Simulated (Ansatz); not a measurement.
A CCSD(T) single point on C6H3ClSi, SMILES `C#C[Si](Cl)(C#C)C#C`.

```yaml
crystal:
  periodic: [false, false, false]
  atoms:
    - {symbol: C, position_ang: [-0.503187, -0.015503, 2.831273]}
    - {symbol: C, position_ang: [-0.525589, 0.042944, 1.627936]}
    - {symbol: Si, position_ang: [-0.555175, 0.129741, -0.179588]}
    - {symbol: Cl, position_ang: [-2.448450, 0.584921, -0.790694]}
    - {symbol: C, position_ang: [0.574695, 1.421147, -0.755101]}
    - {symbol: C, position_ang: [1.328661, 2.280059, -1.136873]}
    - {symbol: C, position_ang: [-0.078610, -1.468213, -0.883135]}
    - {symbol: C, position_ang: [0.240660, -2.532126, -1.350147]}
    - {symbol: H, position_ang: [-0.484633, -0.066940, 3.896121]}
    - {symbol: H, position_ang: [1.994825, 3.040733, -1.475231]}
    - {symbol: H, position_ang: [0.522005, -3.473662, -1.763961]}
basis:
  gaussian: {orbitals: def2-SVP}
correlation: {method: ccsd_t}
```

```sh
$ ansatz run in.yaml --threads 4 --pin off --events-out ev --progress --plain --max-ram 11315MiB
```

Output of Ansatz, abridged:

```
Functional definition: HF
1353 factors; integrals over basis functions are off by at most 1.3e-3 eV
mean field evaluation 1: about -26578.2324 eV, gradient 3.5e1 eV
mean field evaluation 2: about -26578.2508 eV, gradient 3.5e1 eV
mean field evaluation 4: about -26582.0525 eV, gradient 3.7e0 eV
mean field evaluation 8: about -26582.0976 eV, gradient 1.4e-1 eV
mean field evaluation 16: about -26582.0719 eV, gradient 2.1e0 eV
mean field -26582.09768255 eV, -976.8740718408 hartree, gradient 2.7e-6 eV, S^2 0.000000; 0 other end points of the search recorded, 0 dependent functions left out
16 core orbitals not correlated: weight in the atoms' cores, before any rotation towards them, 1.000 or more for the frozen orbitals, at most 0.000 for the correlated occupied ones
reference -26582.09768255 eV, -976.8740718408 hartree; 19, 19 occupied and 100, 100 virtual orbitals, 1353 factors
second order -25.94145681 eV of doubles, -0.00000000 eV of singles
cycle   1  -26.11450679 eV  change   -1.7e-1 eV  update   1.4e-1
cycle   2  -26.94800858 eV  change   -8.3e-1 eV  update   4.3e-2
cycle   3  -27.13985420 eV  change   -1.9e-1 eV  update   2.0e-2
cycle   4  -27.15781839 eV  change   -1.8e-2 eV  update   6.3e-3
cycle   5  -27.16483881 eV  change   -7.0e-3 eV  update   2.2e-3
cycle   6  -27.16545393 eV  change   -6.2e-4 eV  update   6.0e-4
cycle   7  -27.16569930 eV  change   -2.5e-4 eV  update   1.7e-4
cycle   8  -27.16588877 eV  change   -1.9e-4 eV  update   4.7e-5
cycle   9  -27.16588719 eV  change    1.6e-6 eV  update   1.4e-5
perturbative correction -1.17661612 eV, -0.0432398449 hartree
Total energy: -26610.44018586 eV, -977.9156396262 hartree
```

Hardware: 4 threads of an Arm Neoverse V2 on a shared host. Wall time 13 s, peak host memory 0.91 GiB.

MP2 recovers 91.5 % of the CCSD(T) correlation energy and the triples give 4.2 %; T1 = 0.0133.
